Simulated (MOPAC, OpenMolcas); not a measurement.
**How methods differ on CH2FNOSi (SMILES O=C=N[SiH2]F)**

CH2FNOSi: 7 atoms, total charge 0, spin state singlet. As SMILES, `O=C=N[SiH2]F`. The coordinates come from a PBE0-D4/def2-TZVP relaxation. This is one conformer, not always the lowest.

```csv
atom,x (Å),y (Å),z (Å)
O,-0.5738,-2.9080,-0.5520
C,-0.3069,-1.8169,-0.2561
N,-0.0190,-0.7062,0.0761
Si,0.2121,0.9683,0.1889
F,-0.4202,1.6710,-1.0910
H,-0.4903,1.4703,1.3848
H,1.6593,1.2536,0.2037
```

Each level gives the dipole moment (D). The values are calculated.

```tsv
level	kind	program	value (D)	CPU time
PM7	semi-empirical	MOPAC	2.61	under 2 s
HF/cc-pVDZ	Hartree–Fock	OpenMolcas	2.01	11 s
SVWN5/cc-pVDZ	LDA	OpenMolcas	1.56	30 s
BLYP/cc-pVDZ	GGA	OpenMolcas	1.48	41 s
PBE/cc-pVDZ	GGA	OpenMolcas	1.48	41 s
TPSS/cc-pVDZ	meta-GGA	OpenMolcas	1.50	58 s
r2SCAN/cc-pVDZ	meta-GGA	OpenMolcas	1.60	51 s
BHLYP/cc-pVDZ	global hybrid	OpenMolcas	1.84	44 s
```

The values span 1.48 to 2.61 D. Magnitudes only. Times are those of the runs behind each value, whatever else they computed, on shared processors of several kinds: orders of magnitude only.
